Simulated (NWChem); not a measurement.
CHOS cation; SMILES [OH+]=C=S

All runs: NWChem. Pople sets run with spherical d functions. Geometry: optimised at PBE0-D3(BJ)/def2-TZVP. Level: PBE/6-31G* with SMD (1 M gas to 1 M solution), gas-phase geometry. Reactions with the solvent are ignored.

For solvent n-hexane:

```yaml
solvation free energy (kcal/mol): -29.1
```

Problem. How do the values read with solvent diethyl ether instead?

Solution. The solvation free energy (kcal/mol) is -47.4.
